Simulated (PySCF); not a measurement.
## One molecule, a ladder of functionals, a line

Molecule: `B[Si@H]1C[C@@H](F)C1`, C3H8BFSi.

Atoms are numbered as in `[BH2:1][Si@H:2]1[CH2:3][C@@H:4]([F:5])[CH2:6]1`. Hydrogens are named by the atom that carries them. Ha(C3), Ha(C6) are cis to B1 on the ring; Hb(C3), Hb(C6) are trans to B1 on the ring.

GIAO shieldings (ppm, equivalent atoms averaged) in PySCF on the PBE0-D3(BJ)/def2-SVP geometry, basis pcSseg-1, gas phase, non-relativistic:

| functional | exact exchange (%) | σ(B1) | σ(Si2) | σ(C4) | σ(C3/C6) |
| --- | --- | --- | --- | --- | --- |
| BLYP | 0 | -25.9 | 392.5 | 81.3 | 150.4 |
| BP86 | 0 | -22.2 | 403.9 | 87.6 | 155.1 |
| PBE | 0 | -25.5 | 405.4 | 88.2 | 155.5 |
| B3LYP | 20 | -21.2 | 405.8 | 89.0 | 155.9 |
| mPW1PW91 | 25 | -16.6 | 418.9 | 96.0 | 161.0 |
| BHandHLYP | 50 | -12.6 | 424.0 | 98.5 | 162.6 |
| HF | 100 | 7.0 | 454.4 | 113.1 | 172.6 |

Problem. Fit each shielding as a line in the percentage of exact exchange.

Solution. σ(B1) = -25.3 + 0.31 x (rms 1.9 ppm); σ(Si2) = 400.2 + 0.53 x (rms 4.8 ppm); σ(C4) = 85.8 + 0.27 x (rms 2.6 ppm); σ(C3/C6) = 153.8 + 0.19 x (rms 1.9 ppm). The functionals also differ in their semilocal parts, which the line can't hold; Hartree–Fock has no correlation at all.

Problem. What does the line predict for PBE0 (25 %), and what does the run give?

Solution. σ(B1): -17.6 predicted, -18.4 computed; σ(Si2): 413.4 predicted, 421.2 computed; σ(C4): 92.5 predicted, 96.9 computed; σ(C3/C6): 158.6 predicted, 161.9 computed ppm.
